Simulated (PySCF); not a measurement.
Be(F)(Et), SMILES C[CH2][Be][F] (PBE0/def2-SVP optimised geometry):

```
9

Be    -1.034     0.216     0.000
F     -2.424     0.212    -0.008
C      0.640     0.216     0.000
C      1.324     0.719     1.275
H      0.976     0.814    -0.868
H      0.977    -0.814    -0.226
H      1.059     0.107     2.153
H      1.039     1.757     1.513
H      2.424     0.701     1.194
```

Computed with PBE0/def2-TZVP (PySCF 2.14.0).

Question: What are the frontier orbital energies and the dipole moment?

Answer: HOMO-2 -10.39 eV, HOMO-1 -9.65 eV, HOMO -8.12 eV, LUMO -0.13 eV, LUMO+1 0.54 eV; dipole moment 1.38 D.

On the same geometry PBE/def2-TZVP (PySCF 2.14.0) gives HOMO-2 -8.94 eV, HOMO-1 -8.22 eV, HOMO -6.78 eV, LUMO -0.76 eV, LUMO+1 -0.26 eV; dipole moment 1.31 D.

Meta-Löwdin charges at PBE0/def2-TZVP: Be1 1.35, F2 -0.79, C3 -0.79, C4 -0.33, H5 0.11, H6 0.11, H7 0.11, H8 0.11, H9 0.11.
